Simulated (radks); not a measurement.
Charge is removed step by step from the 2p (averaged over the sub-levels emptied) level of Ti+, starting from [Ar] 3d2 4s1. All-electron calculation, Dirac Kohn-Sham, PBE, spin-unpolarised, spherical densities, finite nucleus; open shells are shared between the two j in proportion to 2j + 1; Fermi nuclear charge, rms radius 3.5921 fm. Program: a radial shooting solver on a logarithmic mesh with Libxc functionals.

removed (e) = 0: E - E(0) (eV) 0.000; eigenvalue (eV) -451.40; E minus straight line (eV) 0.000
removed (e) = 0.25: E - E(0) (eV) 114.42; eigenvalue (eV) -464.00; E minus straight line (eV) -4.867
removed (e) = 0.5: E - E(0) (eV) 232.03; eigenvalue (eV) -476.93; E minus straight line (eV) -6.543
removed (e) = 0.75: E - E(0) (eV) 352.91; eigenvalue (eV) -490.18; E minus straight line (eV) -4.946
removed (e) = 1: E - E(0) (eV) 477.14; eigenvalue (eV) -503.71; E minus straight line (eV) 0.000

Removing the whole electron costs 477.14 eV by Delta-SCF, against 451.40 eV from minus the eigenvalue at the starting occupation. Slater's transition state (half an electron removed) gives 476.93 eV. Integrating minus the eigenvalue over the occupation (Janak's theorem) gives 477.14 eV. The mean slope of the eigenvalue, de/dn, is 52.3 eV per electron.
